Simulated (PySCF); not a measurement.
Continuum solvent and chemical shifts

Bonds (- single, = double, # triple, : aromatic): C1-C2, C2-C3, C3-Si4, Si4-C5, C5-C6, C6-F7, C6-C8, C8#N9, C6-O10, O10-C2. C1 carries H11, H12, H13; C2 carries H14; C3 carries H15, H16; Si4 carries H17, H18; C5 carries H19, H20. Stereochemistry as in C[C@@H]1C[SiH2]C[C@](F)(C#N)O1. H16, H18, H20 are cis to C1 on the ring; H15, H17, H19 are trans to C1 on the ring.

GIAO PBE0/pcSseg-1 in PySCF on one PBE0-D3(BJ)/def2-SVP conformer, non-relativistic, equivalent nuclei averaged. Solvents enter as an IEF-PCM continuum (chloroform with ε = 4.7, dimethylsulfoxide with ε = 46.8) around the gas-phase geometry. Shifts are referred to TMS, CFCl3 computed in the same medium.

In chloroform, δ in ppm: C8 123.9, C6 106.8, C2 69.3, C1 27.6, C5 20.9, C3 14.9, Si4 -47.7, F7 -116.9, H17 4.34, H14 4.22, H18 4.17, H19 1.63, H11/H12/H13 1.40, H20 1.39. Dipole moment 5.68 D.

Question: How does each δ change in the more polar medium?

Answer: 
```json
{"atoms": "C8", "environment": "nitrile carbon", "Δδ, dimethylsulfoxide": "+1.0"}
{"atoms": "C6", "environment": "fully substituted sp3 carbon bonded to F and O, α to a nitrile", "Δδ, dimethylsulfoxide": "+0.9"}
{"atoms": "C2", "environment": "sp3 CH bonded to O", "Δδ, dimethylsulfoxide": "+0.7"}
{"atoms": "C1", "environment": "methyl carbon", "Δδ, dimethylsulfoxide": "+0.1"}
{"atoms": "C5", "environment": "sp3 CH2 bonded to Si", "Δδ, dimethylsulfoxide": "+0.4"}
{"atoms": "C3", "environment": "sp3 CH2 bonded to Si", "Δδ, dimethylsulfoxide": "+0.2"}
{"atoms": "Si4", "environment": "silicon bonded to 2 C, 2 H, in a 6-membered ring", "Δδ, dimethylsulfoxide": "+0.3"}
{"atoms": "F7", "environment": "fluorine on an sp3 carbon", "Δδ, dimethylsulfoxide": "+0.2"}
{"atoms": "H17", "environment": "hydrogen on a silicon bonded to 2 C, in a 6-membered ring", "Δδ, dimethylsulfoxide": "-0.04"}
{"atoms": "H14", "environment": "hydrogen on an sp3 CH bonded to O", "Δδ, dimethylsulfoxide": "+0.03"}
{"atoms": "H18", "environment": "hydrogen on a silicon bonded to 2 C, in a 6-membered ring", "Δδ, dimethylsulfoxide": "-0.01"}
{"atoms": "H19", "environment": "hydrogen on an sp3 CH2 bonded to Si", "Δδ, dimethylsulfoxide": "+0.07"}
{"atoms": "H11/H12/H13", "environment": "hydrogen on a methyl carbon", "Δδ, dimethylsulfoxide": "0.00"}
{"atoms": "H20", "environment": "hydrogen on an sp3 CH2 bonded to Si", "Δδ, dimethylsulfoxide": "+0.10"}
```

Changes are relative to chloroform. The dipole moment becomes 6.01 D in dimethylsulfoxide.

Question: Which nuclei move most (in ppm), and what does the model miss?

Answer: C8 (nitrile carbon, +1.0 ppm) and C6 (fully substituted sp3 carbon bonded to F and O, α to a nitrile, +0.9 ppm) in dimethylsulfoxide. A continuum only polarises the solute; specific hydrogen bonds, the anisotropy of aromatic solvents and changes of geometry or conformer are outside it.
